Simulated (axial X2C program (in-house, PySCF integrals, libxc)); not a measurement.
Low determinants of CdB at the PBE0 level, 2c

Computed with an in-house relativistic program for diatomic molecules. Two-component (2c) means X2C with spin–orbit coupling and atomic mean-field two-electron Coulomb and Gaunt terms. Basis: Cd dyall-cv3z [12s12p8d5f3g], B dyall-v3z [7s6p2d1f] (cores contracted in-house); Gaussian nuclei, density fitting, unrestricted open shells. Masses: Cd 113.903 u, B 11.009 u.

Search at 2.415 Å (vertical energies from the lowest determinant):

```
ΔE (eV)    state  electrons beyond evenly filled partner blocks  electrons in ±ω = 1/2, 3/2, 5/2, 7/2
   0.00  Ω = 1/2                                        ω = 1/2                             35 14 4 0
   0.02  Ω = 3/2                                        ω = 3/2                             34 15 4 0
   1.53  Ω = 5/2                           2 × ω = 1/2, ω = 3/2                             34 15 4 0
   2.03  Ω = 3/2                                    3 × ω = 1/2                             35 14 4 0
   2.06  Ω = 1/2                          2 × ω = -1/2, ω = 3/2                             34 15 4 0
```

Lowest determinant, Ω = 1/2 (⟨Sz⟩ = -0.50, ⟨Lz⟩ = 1.00 at PBE0): Re = 2.398 Å, ωe = 282.3 cm⁻¹.

The determinant in row 2 of the search, Ω = 3/2 (⟨Sz⟩ = 0.50, ⟨Lz⟩ = 1.00 at PBE0), was followed along the bond at PBE0; measured from the minimum of the lowest determinant it gives:

Te = 0.022 eV (177 cm⁻¹), Re = 2.415 Å, ωe = 275.1 cm⁻¹.

The determinant in row 3 of the search, Ω = 5/2 (⟨Sz⟩ = 1.50, ⟨Lz⟩ = 1.00 at PBE0), was followed along the bond at PBE0; measured from the minimum of the lowest determinant it gives:

Te = 1.429 eV (11525 cm⁻¹), Re = 2.237 Å, ωe = 458.6 cm⁻¹.

Task: Compare the bond of the determinant in row 2 with that of the lowest one.

Result: At PBE0 its Re is 0.017 Å longer and its force constant, which goes as ωe², is 0.95 times that of the lowest determinant. T0 ≈ Te + Δωe/2 = 177 + (-4) = 173 cm⁻¹.

The search compares states at one distance, so a state with another bond length can lie lower; it is not exhaustive and yields mostly the lowest determinant of each block pattern, so other components and higher states of one pattern are missing. A followed state lies above the atoms to which the lowest one dissociates. These are energies of single determinants, not of spin-adapted states; PBE0 term energies can be off by some tenths of an eV, and the functional has no current term. The lowest determinant need not be the ground state where others lie within half an eV.
